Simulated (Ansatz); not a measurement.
Consider the cleavage of the B–Zn bond: `[BH2][Zn][CH2]C` + `F[SiH2][SeH]` → `B[Se][SiH2]F` + `C[CH2][ZnH]`.

Calculated with Ansatz (gas phase, PBE0-D4/def2-TZVP geometries, no zero-point term in ΔE). CCSD(T)/CBS is the MP2 limit (def2-TZVPP, def2-QZVPP) plus CCSD(T) − MP2 in def2-TZVPP, frozen cores. DFT in def2-TZVPP. For Se, Zn outer-core shells are correlated without core-valence functions, which leaves a few kJ/mol of doubt a bond. Scalar relativity is left out up to krypton. One conformer a species, not always the lowest.

```tsv
level	ΔE (kcal/mol)
PBE0-D4	-27.4
ωB97M-V	-26.4
B2PLYP	-26.9
r2SCAN	-27.7
HF/def2-TZVPP	-25.3
MP2/def2-TZVPP	-28.7
CCSD(T)/def2-TZVPP	-27.1
HF/def2-QZVPP	-25.1
```

(1) What does CCSD(T)/CBS give? (An estimate is asked.)

Largest T1 diagnostic among the species: 0.013.

Results:

(1) Ansatz gave: -26.7 kcal/mol. The listed levels differ from it by -0.7, 0.3, -0.2, -1.0, 1.4, -2.0, -0.4, 1.6 kcal/mol.

In def2-TZVPP, CCSD(T) changes the Hartree–Fock value by −1.8 kcal/mol (the triples alone add −0.8 kcal/mol) and MP2 by −3.4 kcal/mol. The D4 term adds −1.3 kcal/mol with B3LYP and −0.7 kcal/mol with PBE0; it sums over pairs of atoms, weighted by their polarisabilities, and B3LYP, whose exchange is more repulsive, gets the larger term.

B3LYP here is the variant with VWN-RPA as its local correlation; programs differ in this.
